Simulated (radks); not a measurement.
Spherical jellium clusters: N electrons in a uniform positive sphere of charge N and radius rs N^(1/3), rs = 2.92 bohr. Method: non-relativistic Kohn-Sham, LDA (Slater exchange, Perdew-Wang correlation), spin-polarised, spherical densities; computed with a radial shooting solver with Libxc functionals. Levels are named by radial order and angular momentum (1s, 1p, 1d, 2s, ...), and open shells are averaged over m.

N = 36, configuration 1s2 1p6 1d10 2s2 1f14 2p(up 2, down 0). This is the lowest configuration that the search found. Occupied and some empty levels:

level    occupation  eigenvalue (eV)  <r> (bohr)
1s up             1          -8.0862       5.419
1s down           1          -7.8774       5.647
1p up             3          -6.8899       6.680
1p down           3          -6.7741       6.784
1d up             5          -5.4952       7.521
1d down           5          -5.4215       7.552
2s up             1          -5.0992       6.308
2s down           1          -4.8700       6.181
1f up             7          -3.9147       8.200
1f down           7          -3.8535       8.198
2p up             2          -3.2587       7.297
2p down           0          -3.0370       7.386
1g up             0          -2.1829       8.867
1g down           0          -2.1206       8.853
2d up             0          -1.4868       8.993
3s up             0          -1.4022       9.385
2d down           0          -1.3472       9.205
3s down           0          -1.2820       9.558

Energy (eV): total -58.0315, kinetic 111.26, external -4313.2, Hartree 2122.2, exchange-correlation -172.89, background 2194.6.
